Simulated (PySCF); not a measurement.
**Electron correlation in Ne (neon, neutral)**

[Ne], closed-shell 1S. All numbers are calculated (PySCF 2.14, the non-relativistic Hamiltonian (point nucleus), in def2-QZVPPD (8s5p4d2f1g, 66 functions)). Frozen: 1s2; 8 electrons correlated.

MP2 pair energies summed by pair of shells (mhartree):

| pair | energy | share (%) |
| --- | --- | --- |
| 2p-2p | -204.93 | 70.7 |
| 2s-2p | -74.58 | 25.7 |
| 2s-2s | -10.54 | 3.6 |

Total MP2 correlation energy: -290.05 mhartree.

Same-spin part -72.77 and opposite-spin part -217.28 mhartree; SCS-MP2 scales them by 1/3 and 6/5 to -284.99 mhartree.
